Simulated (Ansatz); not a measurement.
Basis-set series for AlFH$_{3}$NS$_{2}$. Charge 0, multiplicity 1. The bonds changed during the relaxation, so this is another structure than the one it started from. All single points use the PBE0-D4/def2-TZVP geometry. It is one conformer, not always the lowest.

```json
{"atom": "N1", "x (Å)": "-1.0789", "y (Å)": "-0.9390", "z (Å)": "0.4543"}
{"atom": "Al2", "x (Å)": "-0.1593", "y (Å)": "-0.0277", "z (Å)": "-0.7350"}
{"atom": "F3", "x (Å)": "-0.9689", "y (Å)": "0.6680", "z (Å)": "-1.9928"}
{"atom": "S4", "x (Å)": "2.0428", "y (Å)": "-0.1832", "z (Å)": "-0.7901"}
{"atom": "S5", "x (Å)": "1.4668", "y (Å)": "1.6553", "z (Å)": "0.0496"}
{"atom": "H6", "x (Å)": "-0.6761", "y (Å)": "-1.5511", "z (Å)": "1.1429"}
{"atom": "H7", "x (Å)": "-2.0833", "y (Å)": "-0.9408", "z (Å)": "0.5146"}
{"atom": "H8", "x (Å)": "1.4569", "y (Å)": "1.3185", "z (Å)": "1.3565"}
```

```
functional       basis  functions  energy (Eh)  HOMO (eV)  LUMO (eV)
   PBE0-D4    def2-SVP         97  -1194.37900      -7.18      -1.50
   PBE0-D4  def2-TZVPP        230  -1194.94587      -7.30      -1.69
   ωB97M-V    def2-SVP         97  -1194.82269      -9.40       0.75
   ωB97M-V  def2-TZVPP        230  -1195.39009      -9.52       0.41
```

(1) Give the rows for def2-QZVPP. (Estimate.)

Answers

(1) Ansatz gave: 
```json
{"functional": "PBE0-D4", "basis": "def2-QZVPP", "functions": "414", "energy (Eh)": "-1194.98742", "HOMO (eV)": "-7.35", "LUMO (eV)": "-1.79"}
{"functional": "ωB97M-V", "basis": "def2-QZVPP", "functions": "414", "energy (Eh)": "-1195.42936", "HOMO (eV)": "-9.57", "LUMO (eV)": "0.16"}
```

Positive LUMOs are unbound and depend on the basis.
